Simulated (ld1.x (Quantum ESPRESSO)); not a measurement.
## Transferability test, TM potential for chromium

```json
{"Element": "Cr", "Generator": "ld1.x (Quantum ESPRESSO) 7.5", "Type": "norm-conserving Troullier–Martins (Kleinman–Bylander form)", "Functional": "PBE", "Relativity": "scalar-relativistic", "Frozen core": "[Ar]", "Valence charge": "6", "Reference configuration": "3d5 4s1 4p0", "Partial waves": "4s (bound): rc 2.90 bohr; 4p (bound, empty): rc 4.20 bohr; 3d (bound): rc 1.20 bohr", "Local potential": "the d channel", "Core correction": "none"}
```

Energies are relative to the spin-unpolarised reference configuration 3d5 4s1 4p0; without spin polarisation the order of configurations can differ from experiment. Not all tests gave a result: 1 of 7 tests not solved or not reliable. Left out of the table: 3d4 4s1 4p1 (an occupied level unbound or not found, printed error -2.4 eV).

```csv
valence configuration,charge,ΔE all-electron (eV),error AE − PS (meV)
3d5 4s0 4p0,+1,6.901,+16
3d4 4s0 4p0,+2,22.953,+98
3d3 4s0 4p0,+3,53.702,-132
3d2 4s0 4p0,+4,102.062,-1067
3d5 4s0 4p1,0,3.121,+7.9
```

**Question.** What are ΔE and the potential's error for 3d4 4s2 4p0?

**Answer.** ΔE = -0.100 eV all-electron; the error (AE − PS) is -62 meV.

Levels in the configuration 3d5 4s0 4p0:

```
level  all-electron (eV)  pseudo (eV)
   3d             -9.875       -9.780
```

Note: ghost states, extra bound levels that the all-electron valence spectrum of the same l lacks: s at -280.5 eV, p at -118.8 eV. A true bound ghost makes a file unfit for plane-wave use.
